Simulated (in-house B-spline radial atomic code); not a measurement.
# BHandHLYP excitations of Ga IV (Ga3+)

Method: BHandHLYP. Computed with an all-electron radial atomic-structure program (B-spline basis): linear response of the closed shell [Ar] 3d10 with the functional's adiabatic kernel; non-relativistic, point nucleus, no spin-orbit coupling, no double excitations, S, P, D and F terms only. Only terms of natural parity with L up to 3 were computed.

Without relativity these are model numbers for so heavy an element.

Command:
```bash
python run_td.py task.json out
```
Settings (radii: box in bohr, nucleus in fm):
```
Z                        31
electrons                28
configuration            [Ar] 3d10
hamiltonian              nr
method                   bhandhlyp
box_radius               23.08
intervals                55
```

Cost of the run: 1 s on 1 thread of Intel(R) Xeon(R) Platinum 8488C (Sapphire Rapids), on a shared host.

The lowest states, in the order of their Tamm-Dancoff energies; the method's threshold (minus the highest occupied level) is 59.74 eV. Labels give the largest channel, * marks a mixed state, and oscillator strengths are full-response dipole values. Semilocal kernels can invert the small singlet-triplet splittings of Rydberg terms. Energies in eV:

| state | full response | Tamm-Dancoff | oscillator strength |
| --- | --- | --- | --- |
| 3d → 4s 3D | 18.616 | 18.642 | - |
| 3d → 4s 1D | 19.332 | 19.344 | - |
| 3d → 4p 3P | 27.432 | 27.462 | - |
| 3d → 4p 3F | 27.699 | 27.722 | - |
| 3d → 4p 1F | 28.191 | 28.195 | - |
| 3d → 4p 1P | 28.970 | 29.051 | 0.506 |
| 3d → 4d 3S | ? | ? | - |
| 3d → 4d 3D | 40.35 | 40.37 | - |
| 3d → 4d 1D | 40.81 | 40.82 | - |
| 3d → 5s 3D | 41.88 | 41.88 | - |
| 3d → 5s 1D | 42.02 | 42.02 | - |
| 3d → 4d 1S | 43.33 | 43.68 | - |
| 3d → 5p 3P | 44.82 | 44.83 | - |
| 3d → 5p 3F | 44.90 | 44.90 | - |
| 3d → 5p 1F | ? | ? | - |
| 3d → 5p 1P | 45.19 | 45.21 | 0.052 |

Q: Where does 3d → 5p 1F lie?

A: At 45.01 eV in full response, 45.01 eV in Tamm-Dancoff.

Q: Where does 3d → 4d 3S lie?

A: At 39.80 eV in full response, 39.86 eV in Tamm-Dancoff.

Q: How large is the singlet-triplet splitting of 3d → 4s (D terms) in Tamm-Dancoff?

A: 0.703 eV, from the unrounded values.

Q: What polarisabilities and dispersion coefficient does the method give?

A: Dipole 1.312 bohr³, quadrupole 2.578 bohr⁵, C6 2.894 hartree·bohr⁶ for two such species.
